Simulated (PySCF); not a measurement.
Job for PySCF: R-M06-2X/def2-TZVPPD on GeH4 (SMILES [GeH4]) with ghost functions.

```python
from pyscf import gto, dft

mol = gto.M(
    atom='''
    Ge   -0.05928929   -0.19588043    3.68253168
    H    -0.35991527    1.17638575    3.06225545
    H     1.44397125   -0.48744912    3.61823830
    H    -0.84122148   -1.28106390    2.92765316
    H    -0.51629994   -0.18763149    5.15209747
    ghost-C   -0.43276187   -0.03777488   -0.15559165
    ghost-F    0.76524832   -0.17114150    0.53997435
    ghost-H   -1.01888985    0.75615243    0.30778149
    ghost-H   -0.20666379    0.21423053   -1.19192525
    ghost-H   -0.97332953   -0.98311135   -0.10453859
    ''',
    basis='def2-tzvppd',
    charge=0, spin=0, verbose=4, max_memory=1800)
mf = dft.RKS(mol, xc='m062x').density_fit(auxbasis='def2-universal-jkfit')
mf.grids.level = 4
mf.conv_tol = 1e-9
mf.max_cycle = 150
mf.kernel()
mf.dip_moment()
```

**Question.** Predict the final total energy.

**Answer.** -2079.3774 hartree.
